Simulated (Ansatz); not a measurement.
`C=[CH][SnH]([CH3])[F]` + H₂ → `[CH3][SnH2][F]` + ethylene at 298.15 K and 1 bar (hydrogenolysis of the Sn–C bond).

Isolated molecules relaxed with PBE0-D4/def2-TZVP in Ansatz; ΔE leaves out vibrations. CCSD(T)/CBS adds triple-zeta CCSD(T) − MP2 to the extrapolated MP2 energy (def2 sets, frozen cores). This one scheme is used for every species. def2 core potentials past Kr. For Sn outer-core shells are correlated without core-valence functions, which leaves a few kJ/mol of doubt a bond. Each species was taken in one conformer, which may not be the lowest.

```json
{"species": "`C=[CH][SnH]([CH3])[F]`", "CCSD(T)/CBS energy (Eh)": "-432.19683", "H − E (kJ/mol)": "252.0", "S (J/(mol·K))": "386.0"}
{"species": "H₂", "CCSD(T)/CBS energy (Eh)": "-1.17544", "H − E (kJ/mol)": "35.1", "S (J/(mol·K))": "130.4"}
{"species": "`[CH3][SnH2][F]`", "CCSD(T)/CBS energy (Eh)": "-354.90084", "H − E (kJ/mol)": "152.5", "S (J/(mol·K))": "320.7"}
{"species": "`C=C`", "CCSD(T)/CBS energy (Eh)": "-78.48111", "H − E (kJ/mol)": "144.6", "S (J/(mol·K))": "218.9"}
```

H − E and S are ideal-gas, rigid-rotor, harmonic terms from PBE0-D4/def2-TZVP, for one conformer and one mirror image of each species. The MP2-based limit puts H₂ 0.8 mEh under its directly extrapolated value; such offsets cancel only in part. 1 Eh = 2625.50 kJ/mol, R = 8.31446 J/(mol·K).

By hand: ΔE, ΔH, ΔS and ΔG.

ΔE = (-354.90084) + (-78.48111) − (-432.19683) − (-1.17544) = -0.00968 Eh = -25.4 kJ/mol. Δ(H − E) = 152.5 + 144.6 − 252.0 − 35.1 = 10.0, so ΔH = -15.4 kJ/mol. ΔS = 320.7 + 218.9 − 386.0 − 130.4 = 23.2 J/(mol·K). ΔG = -15.4 − 298.15 × (23.2)/1000 = -22.3 kJ/mol.

By hand: the equilibrium constant, and the temperature at which ΔG would vanish if ΔH and ΔS stayed fixed.

log₁₀ K = −ΔG/(RT ln 10) = 3.9. ΔH and −TΔS have one sign here, so there is no such temperature.

TΔS isn't small against ΔH here. A doubt of 5 kJ/mol in ΔE shifts log₁₀ K by 0.9 here. Other conformers and mirror images would add mixing entropy, several J/(mol·K) or more a flexible species. Modes under 60 cm⁻¹, often nearly free rotors, make the harmonic entropy too high. These are equilibria of isolated gas molecules and say nothing of rates. Largest T1 diagnostic: 0.013 (customary marks: 0.02 for closed shells, 0.045 for open ones).
